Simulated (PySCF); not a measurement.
Geometry:
```tsv
atom	x (Å)	y (Å)	z (Å)
C1	1.682	-1.753	0.101
O2	0.353	-1.321	-0.059
B3	0.024	-0.009	-0.102
O4	0.966	0.956	-0.048
C5	0.672	2.331	-0.080
O6	-1.307	0.341	-0.229
C7	-2.298	-0.585	-0.214
F8	-3.332	-0.096	-0.908
F9	-2.716	-0.780	1.050
H10	2.401	-0.961	-0.157
H11	1.852	-2.624	-0.549
H12	1.855	-2.061	1.145
H13	-0.382	2.519	-0.335
H14	0.885	2.779	0.903
H15	1.317	2.817	-0.827
H16	-1.988	-1.554	-0.638
```

- geometry from PBE0-D3(BJ)/def2-SVP
- σ from GIAO-CAM-B3LYP/pcSseg-1
- code: PySCF 2.14
- equivalent nuclei averaged, non-relativistic Hamiltonian, gas phase, one computed conformer

Scale: 13C, 1H vs TMS; 17O vs H2O; 11B vs BF3·OEt2; CFCl3 for 19F (reference shieldings calculated alike).

```
                  atoms  nucleus  count  δ (ppm)
                  C1/C5      13C      2     52.3
H10/H11/H12/H13/H14/H15       1H      6     3.78
                     B3      11B      1     16.7
                    H16       1H      1     6.47
                  F8/F9      19F      2        ?
                     O6      17O      1    159.9
                  O2/O4      17O      2     66.3
                     C7      13C      1        ?
```

Estimate the values marked ?.

## Answers


- C7: 119.5 ppm, sp3 CH bonded to 2 F and O; 3 electronegative neighbours deshield it
- F8/F9: -82.6 ppm, fluorine of a CF2 group

Shifts are as computed, not scaled to solution data. Of 1313 compounds with measured shifts, 239 miss one by over three times the rms of a fit or turn the order of signals round; such compounds aren't used in these exercises. Unscaled 19F shifts against computed CFCl3 carry errors that often reach 10 to 50 ppm. Experimental scales use liquid or dissolved standards, which lie at an offset from isolated H2O (liquid H2O: subtract about 36 ppm).
